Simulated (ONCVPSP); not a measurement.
## What the settings do to the ONCV potential of Cr

Base potential:

* Element: Cr (Z = 24)
* Generator: ONCVPSP 4.0.1
* Type: optimised norm-conserving Vanderbilt (ONCV)
* Functional: Wu-Cohen
* Relativity: scalar-relativistic
* Frozen core: [Ne]
* Valence charge: 14
* Reference configuration: 3s2 3p6 3d5 4s1
* Partial waves: 3s+4s: rc 1.45 bohr, ncon 4, nbas 8, qcut 9.9 1/bohr, 2 projectors; 3p: rc 1.45 bohr, ncon 4, nbas 9, qcut 9.6 1/bohr, 2 projectors, debl 1.4 Ha; 3d: rc 2.10 bohr, ncon 5, nbas 9, qcut 8.4 1/bohr, 2 projectors, debl 1.1 Ha
* Local potential: polynomial inside 1.40 bohr (lpopt 4, dvloc0 0 Ha)
* Core correction: Teter function, fcfact 3.25, rcfact 1.75

In the p channel the program set the typed energies aside and used -1.667, 0.250 Ha.

Cutoffs, loose and tight: the cutoffs (Ha) at which the residual kinetic energy of the hardest occupied pseudo-wave falls to 1 and 0.1 mHa per electron. They do not see the model core or the augmentation charge, which bear on the density cutoff. Test errors are all-electron minus pseudo excitation energies from the reference, over the configurations 3s2 3p6 3d5 4s0; 3s2 3p6 3d4 4s0; 3s2 3p6 3d3 4s0; 3s1 3p6 3d5 4s1. A dash means not determined; rows that change the core or the reference have their own tests. The largest error is taken over the tests solved by every variant that gives reliable tests at all: 3s1 3p6 3d5 4s1; 3s2 3p6 3d4 4s0; 3s2 3p6 3d5 4s0.

```tsv
change	outcome	cutoff, loose	cutoff, tight	bound ghosts	GHOST(+) flags above zero	largest test error (meV)
base	generated, projector energies reset by the program	29 Ha	35 Ha	none	none	-356
s: qcut 7.5	generated, projector energies reset by the program	27 Ha	33 Ha	none	none	-446
reference 3s2 3p6 3d5 4s0.5	generated, projector energies reset by the program	29 Ha	35 Ha	none	none	+48
s: rc 1.72	generated, projector energies reset by the program	27 Ha	33 Ha	none	none	-457
local potential polynomial inside 1.10 bohr (lpopt 4, dvloc0 4 Ha)	generated, projector energies reset by the program	29 Ha	35 Ha	none	none	-356
core correction Teter function, fcfact 5.8, rcfact 1.75	generated, projector energies reset by the program	29 Ha	35 Ha	none	none	-362
core correction Teter function, fcfact 3.25, rcfact 2.06	generated, projector energies reset by the program	29 Ha	35 Ha	none	none	-359
```
